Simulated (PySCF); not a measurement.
CH₆BOP (SMILES CB(O)P), singlet, at a GFN2-xTB geometry; MP2/def2-SVP (PySCF).

Here is a job for PySCF.
```python
from pyscf import gto, scf, mp

mol = gto.Mole()
mol.atom = '''
    B     0.23219748   -0.31878915    0.27039210
    C     1.63523342   -0.79807055   -0.30089140
    H     2.24791385   -1.30791150    0.44206876
    H     2.21061333    0.03788754   -0.69396155
    H     1.49292562   -1.48927245   -1.13104757
    O    -0.29285895   -0.75105874    1.41859428
    H     0.20504263   -1.37997984    1.94497509
    P    -0.80368579    1.03623497   -0.61196574
    H    -2.03707582    0.45819577   -0.38451633
    H    -0.69364918    0.52839474   -1.89339878
'''
mol.basis = 'def2-svp'
mol.verbose = 4
mol.max_memory = 1800
mol.build()

mf = scf.RHF(mol)
mf.kernel()

pt = mp.MP2(mf, frozen=8)
pt.kernel()
print('E(MP2) = %.10f' % pt.e_tot)
```

Problem. Write the output that PySCF gives for this input, abridged.

Solution. 
```
PySCF version 2.14.0

[INPUT] verbose = 4
[INPUT] num. atoms = 10
[INPUT] num. electrons = 40
[INPUT] charge = 0
[INPUT] spin (= nelec alpha-beta = 2S) = 0
[INPUT] symmetry False subgroup None
[INPUT] Mole.unit = angstrom
[INPUT] Symbol           X                Y                Z      unit          X                Y                Z       unit  Magmom
[INPUT]  1 B      0.232197480000  -0.318789150000   0.270392100000 AA    0.438789644014  -0.602424184983   0.510967015246 Bohr   0.0
[INPUT]  2 C      1.635233420000  -0.798070550000  -0.300891400000 AA    3.090143313536  -1.508134767581  -0.568602339237 Bohr   0.0
[INPUT]  3 H      2.247913850000  -1.307911500000   0.442068760000 AA    4.247941528117  -2.471594530169   0.835388884626 Bohr   0.0
[INPUT]  4 H      2.210613330000   0.037887540000  -0.693961550000 AA    4.177453761013   0.071597074134  -1.311397270479 Bohr   0.0
[INPUT]  5 H      1.492925620000  -1.489272450000  -1.131047570000 AA    2.821220546146  -2.814317055360  -2.137370141155 Bohr   0.0
[INPUT]  6 O     -0.292858950000  -0.751058740000   1.418594280000 AA   -0.553423208628  -1.419295322061   2.680754671075 Bohr   0.0
[INPUT]  7 H      0.205042630000  -1.379979840000   1.944975090000 AA    0.387474414561  -2.607783955021   3.675470239201 Bohr   0.0
[INPUT]  8 P     -0.803685790000   1.036234970000  -0.611965740000 AA   -1.518746033305   1.958200293997  -1.156447646217 Bohr   0.0
[INPUT]  9 H     -2.037075820000   0.458195770000  -0.384516330000 AA   -3.849515394774   0.865864516734  -0.726630554123 Bohr   0.0
[INPUT] 10 H     -0.693649180000   0.528394740000  -1.893398780000 AA   -1.310806976729   0.998521344261  -3.578005138786 Bohr   0.0

nuclear repulsion = 148.14047106526
number of shells = 44
number of NR pGTOs = 150
number of NR cGTOs = 90
basis = def2-svp
ecp = {}

******** <class 'pyscf.scf.hf.RHF'> ********
method = RHF
initial guess = minao
damping factor = 0
level_shift factor = 0
DIIS = <class 'pyscf.scf.diis.CDIIS'>
diis_start_cycle = 1
diis_space = 8
diis_damp = 0
SCF conv_tol = 1e-09
SCF conv_tol_grad = None
SCF max_cycles = 50
direct_scf = True
direct_scf_tol = 1e-13
Set gradient conv threshold to 3.16228e-05
Initial guess from minao.
init E= -481.865193379979
  HOMO = -0.267549468145125  LUMO = 0.058836548029261  gap/eV = 8.88142
cycle= 1 E= -481.421535573658  delta_E= 0.444  |g|= 0.499  |ddm|= 2.84
  HOMO = -0.344306311631119  LUMO = 0.137307766907188  gap/eV = 13.10539
cycle= 2 E= -481.478937948292  delta_E= -0.0574  |g|= 0.255  |ddm|= 0.603
  HOMO = -0.347934505760374  LUMO = 0.141255926029419  gap/eV = 13.31155
cycle= 3 E= -481.491937671587  delta_E= -0.013  |g|= 0.0596  |ddm|= 0.24
  HOMO = -0.350757354427622  LUMO = 0.14599051714552  gap/eV = 13.51720
cycle= 4 E= -481.493295159225  delta_E= -0.00136  |g|= 0.00967  |ddm|= 0.0832
  HOMO = -0.350473036513313  LUMO = 0.14559801322782  gap/eV = 13.49878
cycle= 5 E= -481.493360589157  delta_E= -6.54e-05  |g|= 0.00277  |ddm|= 0.022
  HOMO = -0.350896177905513  LUMO = 0.145864478561007  gap/eV = 13.51755
cycle= 6 E= -481.493367518967  delta_E= -6.93e-06  |g|= 0.000808  |ddm|= 0.00822
  HOMO = -0.350943894896805  LUMO = 0.145816582868845  gap/eV = 13.51754
cycle= 7 E= -481.49336810449  delta_E= -5.86e-07  |g|= 0.000234  |ddm|= 0.00221
  HOMO = -0.350942894853918  LUMO = 0.1458628175495  gap/eV = 13.51877
cycle= 8 E= -481.493368157829  delta_E= -5.33e-08  |g|= 5.24e-05  |ddm|= 0.000715
  HOMO = -0.35095154909361  LUMO = 0.145856126055307  gap/eV = 13.51883
cycle= 9 E= -481.49336816027  delta_E= -2.44e-09  |g|= 1.56e-05  |ddm|= 0.000153
  HOMO = -0.350948773352801  LUMO = 0.145858655281215  gap/eV = 13.51882
cycle= 10 E= -481.493368160479  delta_E= -2.09e-10  |g|= 4.13e-06  |ddm|= 5.3e-05
  HOMO = -0.350949282832803  LUMO = 0.145858214874406  gap/eV = 13.51882
Extra cycle  E= -481.493368160495  delta_E= -1.59e-11  |g|= 2.02e-06  |ddm|= 1.02e-05
converged SCF energy = -481.493368160495

******** <class 'pyscf.mp.mp2.RMP2'> ********
nocc = 12, nmo = 82
frozen orbitals 8
E(RMP2) = -482.030344854701  E_corr = -0.536976694206254
E(SCS-RMP2) = -482.028998182954  E_corr = -0.535630022459121
E_corr(same-spin) = -0.125471550678905
E_corr(oppo-spin) = -0.411505143527349
E(MP2) = -482.0303448547
```
